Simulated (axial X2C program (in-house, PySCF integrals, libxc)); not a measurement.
The numbers below are computed, except where a source is named.
## TiI: input and output of an open-shell CI run

Program: an in-house all-electron X2C program for linear molecules (integrals from PySCF).

Input and command:
```json
{"zs": [22, 53], "q": 0, "bas": ["dyall-v3z", "dyall-v3z"], "r0": 2.69, "metal": 0, "shells": [[2, [0, 1, 2], 2], [0, [0], 1], [1, [1], 0]], "fix": 0, "emax": 3.2, "nroots": 4}
```
```bash
python soci.py task.json out
```

Keys: zs atomic numbers; q charge; bas basis sets; r0 starting distance in Å; metal index of the metal atom; shells open shells as [l, |m| values, electrons]; fix electron count of the first shell held; emax energy window in eV; nroots roots for each Ω.

Output at R = 2.777 Å:

```
average of configuration d2 s1 p(π)0
basis functions 203  fitting functions 1178
iter      average energy  largest gradient
   1      -7960.621493909   6.27e+00
   2      -7961.570009318   3.99e+00
   3      -7962.132915300   2.80e+00
   4      -7962.349255415   1.17e+00
   5      -7962.393041114   1.67e-01
   6      -7962.396563596   4.71e-02
   7      -7962.396819515   7.18e-03
   8      -7962.396872944   1.11e-02
   9      -7962.396879963   1.07e-03
  10      -7962.396880754   1.03e-03
  11      -7962.396880873   2.94e-04
  12      -7962.396880890   5.96e-05
  13      -7962.396880892   1.83e-05
converged
CI levels
2*Omega        energy/Eh    cm-1   g(par)  dipole/D  leading shell counts
    3     -7962.44628438        0   0.004   -3.825  {'2 1 0': 0.994}
    5     -7962.44567832      133   4.001   -3.833  {'2 1 0': 0.994}
    7     -7962.44506103      268   8.004   -3.841  {'2 1 0': 0.994}
    9     -7962.44443294      406  12.006   -3.848  {'2 1 0': 0.993}
    1     -7962.44146629     1057   1.914   -3.816  {'2 1 0': 0.993}
    3     -7962.44125827     1103   5.673   -3.822  {'2 1 0': 0.993}
    1     -7962.44023964     1327   1.613   -3.723  {'2 1 0': 0.994}
    5     -7962.44012098     1353   7.855   -3.722  {'2 1 0': 0.994}
    3     -7962.44004890     1369   4.012   -3.722  {'2 1 0': 0.994}
    1     -7962.43986681     1408   1.946   -3.730  {'2 1 0': 0.994}
    1     -7962.43925871     1542   1.473   -3.579  {'2 1 0': 0.997}
    3     -7962.43899114     1601   2.319   -3.562  {'2 1 0': 0.998}
    5     -7962.43877802     1647   6.150   -3.546  {'2 1 0': 0.998}
    7     -7962.43859398     1688  10.004   -3.533  {'2 1 0': 0.998}
    5     -7962.42426498     4833   4.015   -3.888  {'2 1 0': 0.988}
    7     -7962.42291864     5128   8.003   -3.903  {'2 1 0': 0.988}
    9     -7962.37558566    15517  10.001   -3.747  {'2 1 0': 0.972}
    7     -7962.37557744    15518   5.999   -3.747  {'2 1 0': 0.971}
    9     -7962.35465460    20110  12.006   -5.585  {'2 0 1': 0.525, '3 0 0': 0.455}
    9     -7962.34023689    23275  10.003   -6.275  {'2 0 1': 1.0}
   11     -7962.33900643    23545  14.007   -6.284  {'2 0 1': 1.0}
```

Dipoles in the output refer to the first atom as origin.

Dynamic correlation is missing, so gaps between terms are too wide and other configurations may lie lower; the lowest level listed is that of this model, not necessarily the ground state. For d shells the ligand-field splittings (σ, π, δ) and their order can be off by a thousand cm⁻¹ or more. At most 4 roots were kept for each Ω > 0 (twice that for Ω = 0) within 3.2 eV of the lowest, so higher up levels can be missing between those listed; levels with Ω > 0 are doubly degenerate and listed once, Ω = 0 levels singly. States that fill the shells left empty in the average are placed too high.
